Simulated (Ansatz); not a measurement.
`F[SiH]([SiH3])[CH2][AlH2]` + `N#CC=O` → `O=C[SiH](F)[SiH3]` + `N#C[CH2][AlH2]`  (formal exchange of groups at the Si–C bond)

Computed with Ansatz on PBE0-D4/def2-TZVP structures; ΔE is electronic, products minus reactants. CBS: MP2 limit from def2 TZ/QZ plus the TZ coupled-cluster correction, frozen cores. Functionals use def2-TZVPP. B3LYP here is the variant with VWN-RPA as its local correlation; programs differ in this. One conformer a species, not always the lowest.

CCSD(T)/CBS gives +4.9 kcal/mol.

Another level gave +4.6 kcal/mol. Which?
A. B3LYP/def2-TZVPP
B. HF/def2-TZVPP
C. B2PLYP/def2-TZVPP
D. SCS-MP2/def2-TZVPP

D. SCS-MP2/def2-TZVPP 4.6, B2PLYP 2.8, HF/def2-TZVPP -2.1, B3LYP 1.0 kcal/mol.

Largest T1 diagnostic among the species: 0.016.

In def2-TZVPP, CCSD(T) changes the Hartree–Fock value by +7.4 kcal/mol (the triples alone add +1.2 kcal/mol) and MP2 by +7.9 kcal/mol. The D4 term adds +1.9 kcal/mol with B3LYP and +1.0 kcal/mol with PBE0; it sums over pairs of atoms, weighted by their polarisabilities, and B3LYP, whose exchange is more repulsive, gets the larger term.
